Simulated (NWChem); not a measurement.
Species: ZrNHF$_{2}$; SMILES [NH]=[Zr]([F])[F]

```xyz
5

Zr    -0.0151     0.1773     0.0000
N     -1.7619    -0.2749     0.0000
H     -2.7030    -0.6578     0.0000
F      0.8690    -0.2506    -1.6680
F      0.8690    -0.2506     1.6680
```
Atoms are numbered in this order, from 1.

Results from NWChem. All runs use the structure optimised with PBE0/def2-SVP. def2 effective core potentials on Zr; no spin-orbit coupling.

### Question
Order these by “dipole (D)”, lowest first: PBE/def2-SVP; PBE0/def2-SVP; B3LYP/def2-SVP.

### Answer
PBE/def2-SVP (2.96), B3LYP/def2-SVP (3.13), PBE0/def2-SVP (3.19)
